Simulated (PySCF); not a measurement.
Species: C6H4Cl2N2S.
Atom-mapped SMILES: `[CH3:1][c:2]1[n:3][c:4]([C:5]#[C:6][CH:7]([Cl:8])[Cl:9])[n:10][s:11]1` (hydrogens: H12, H13, H14 on C1; H15 on C7)

Level of theory: PBE0-D3(BJ)/def2-SVP geometry optimisation, gas phase in PySCF.

Q: What internal coordinates does the optimisation give?

A: 
| bond | length (pm) |
| --- | --- |
| C1–C2 | 148.7 |
| C2–N3 | 130.1 |
| N3–C4 | 136.9 |
| C4–C5 | 142.8 |
| C5≡C6 | 121.2 |
| C6–C7 | 144.5 |
| C7–Cl8, C7–Cl9 | 178.7 |
| C4–N10 | 131.7 |
| N10–S11 | 165.0 |
| C2–S11 | 173.9 |
| C1–H12, C1–H13, C1–H14 | 109.9 |
| C7–H15 | 109.8 |

Bonds in one row agree within 1 pm and their mean is given. A selection of angles:
| angle | degrees |
| --- | --- |
| C2–C1–H12 | 111.2 |
| C2–C1–H14 | 108.7 |
| H12–C1–H13 | 107.8 |
| H12–C1–H14 | 109.0 |
| C1–C2–N3 | 124.9 |
| C1–C2–S11 | 124.1 |
| N3–C2–S11 | 111.0 |
| C2–N3–C4 | 109.5 |
| N3–C4–C5 | 120.3 |
| N3–C4–N10 | 119.4 |
| C5–C4–N10 | 120.3 |
| C4–C5–C6 | 179.8 |
| C5–C6–C7 | 178.5 |
| C6–C7–Cl8 | 111.0 |
| C6–C7–H15 | 111.1 |
| Cl8–C7–Cl9 | 111.0 |
| Cl8–C7–H15 | 106.3 |
| C4–N10–S11 | 107.6 |
| C2–S11–N10 | 92.6 |

The 4 C–C bonds span 1.212 Å (C5≡C6, drawn triple) to 1.487 Å (C1–C2, drawn single), a spread of 0.275 Å. The 5-membered ring C2–N3–C4–N10–S11 has internal angles of 92.6° to 119.4°; it is planar, 0.00 Å rms from its mean plane, widest ring torsion 0°. The C–N distances run from 1.301 Å (C2–N3, aromatic) to 1.369 Å (N3–C4, aromatic), a spread of 0.068 Å.

Point group: near Cs, missed by 0.33 Å at most; the miss may be what the optimiser left on a soft mode. PBE0-D3(BJ)/def2-SVP frequencies: not computed here.
